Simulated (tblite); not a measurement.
C4H5O4S (charge -1).
SMILES with atom numbers: `[CH2:1]=[CH:2][C:3](=[O:4])[CH2:5][S:6](=[O:7])(=[O:8])[O-:9]` (hydrogens: H10, H11 on C1; H12 on C2; H13, H14 on C5)
Bond orders are those of one Lewis drawing.

Computed with GFN2-xTB (tblite), gas phase: Langevin dynamics at 200 K from the optimised GFN2-xTB geometry, time step 0.5 fs, friction 0.01 fs⁻¹, 2000 steps.

Start geometry:
```
atom  x, y, z in Å
C1      2.417   -0.530    0.150
C2      1.146   -0.324   -0.163
C3      0.373    0.813    0.392
O4      0.754    1.457    1.358
C5     -0.899    1.036   -0.298
S6     -1.853   -0.566   -0.017
O7     -1.493   -1.372   -1.181
O8     -1.386   -1.106    1.246
O9     -3.240   -0.127   -0.016
H10     2.932    0.148    0.814
H11     2.983   -1.365   -0.231
H12     0.584   -0.981   -0.811
H13    -1.486    1.850    0.112
H14    -0.832    1.066   -1.377
```

The statistics below take the 31 frames saved every 25 fs from 250 to 1000 fs; their kinetic temperature (all 3N coordinates) averages 183 K.

**Question.** How do the bond lengths spread?

**Answer.** 
| bond | start (Å) | mean (Å) | standard deviation (Å) | shortest (Å) | longest (Å) |
| --- | --- | --- | --- | --- | --- |
| C1=C2 | 1.325 | 1.324 | 0.011 | 1.304 | 1.345 |
| C2–C3 | 1.482 | 1.486 | 0.021 | 1.441 | 1.522 |
| C3=O4 | 1.222 | 1.220 | 0.012 | 1.193 | 1.241 |
| C3–C5 | 1.465 | 1.473 | 0.029 | 1.423 | 1.543 |
| C5–S6 | 1.886 | 1.891 | 0.032 | 1.834 | 1.955 |
| S6=O7 | 1.460 | 1.463 | 0.013 | 1.441 | 1.489 |
| S6=O8 | 1.451 | 1.456 | 0.018 | 1.417 | 1.487 |
| S6–O9 | 1.455 | 1.456 | 0.016 | 1.424 | 1.488 |
| C1–H10 | 1.080 | 1.083 | 0.017 | 1.045 | 1.111 |
| C1–H11 | 1.078 | 1.080 | 0.018 | 1.042 | 1.109 |
| C2–H12 | 1.080 | 1.082 | 0.024 | 1.045 | 1.137 |
| C5–H13 | 1.084 | 1.089 | 0.026 | 1.016 | 1.140 |
| C5–H14 | 1.082 | 1.084 | 0.021 | 1.046 | 1.130 |

**Question.** Give the same statistics for bond angles, one of each kind among heavy atoms.

**Answer.** 
```tsv
angle	start (°)	mean (°)	standard deviation (°)	smallest (°)	largest (°)
C1–C2–C3	122.0	121.7	3.2	114.8	128.2
C2–C3–O4	122.6	122.5	2.8	115.9	127.3
C2–C3–C5	113.2	113.1	2.0	108.9	116.3
O4–C3–C5	124.2	124.0	2.6	119.6	131.4
C3–C5–S6	103.9	103.4	3.6	95.1	111.1
C5–S6–O7	103.1	103.1	2.4	99.0	108.2
C5–S6–O8	106.4	106.3	2.6	102.0	111.7
C5–S6–O9	103.0	103.4	2.7	97.5	109.1
O7–S6–O8	114.2	113.8	2.1	110.8	119.2
O7–S6–O9	113.7	114.0	3.0	107.6	120.3
O8–S6–O9	114.7	114.5	2.6	109.3	120.3
```

**Question.** How far does each atom move about its mean position (frames aligned on the start, all atoms weighted alike), and what rms force does it feel?

**Answer.** 
| atom | rms displacement (Å) | rms force (eV/Å) |
| --- | --- | --- |
| C1 | 0.08 | 1.35 |
| C2 | 0.11 | 1.41 |
| C3 | 0.08 | 1.51 |
| O4 | 0.12 | 1.13 |
| C5 | 0.07 | 1.58 |
| S6 | 0.08 | 1.56 |
| O7 | 0.12 | 0.77 |
| O8 | 0.16 | 0.92 |
| O9 | 0.16 | 0.92 |
| H10 | 0.22 | 0.67 |
| H11 | 0.14 | 0.68 |
| H12 | 0.23 | 0.84 |
| H13 | 0.12 | 0.96 |
| H14 | 0.13 | 0.77 |

The displacements run from 0.07 to 0.23 Å.

**Question.** Follow the torsions C1–C2–C3–O4, C2–C3–C5–S6 and C3–C5–S6–O7 through every second one of these frames.

**Answer.** 
```
t (fs)  C1–C2–C3–O4 (°)  C2–C3–C5–S6 (°)  C3–C5–S6–O7 (°)
   250               -4               52              -88
   300                1               64              -97
   350               -4               74             -106
   400              -16               56              -89
   450              -17               50              -85
   500               -5               49              -82
   550                4               61              -94
   600               -4               58              -97
   650               -6               58              -94
   700               -5               64             -102
   750                4               61              -98
   800                3               57              -92
   850               -3               60             -102
   900              -10               57             -101
   950               12               64              -94
  1000               10               79              -99
```

Largest departure from the start value over all these frames: C1–C2–C3–O4 30° (start -15°), C2–C3–C5–S6 18° (start 61°), C3–C5–S6–O7 15° (start -91°).

**Question.** How widely does the potential energy scatter, against a harmonic estimate?

**Answer.** Mean 0.30 eV above the start, standard deviation 0.081 eV, range 0.17 to 0.47 eV. For 36 classical harmonic modes at 200 K the canonical values are 36kT/2 = 0.31 eV and kT·√(36/2) = 0.073 eV.

The run is classical and short, so these are rough statistics of one trajectory.

What follows is the cost of the whole dynamics run. Hardware: an Arm Neoverse V1 with one thread, no GPU, shared host with 32 logical CPUs at a one-minute load of 26. Cost: 12 s of wall time, 0.18 GiB resident at most.
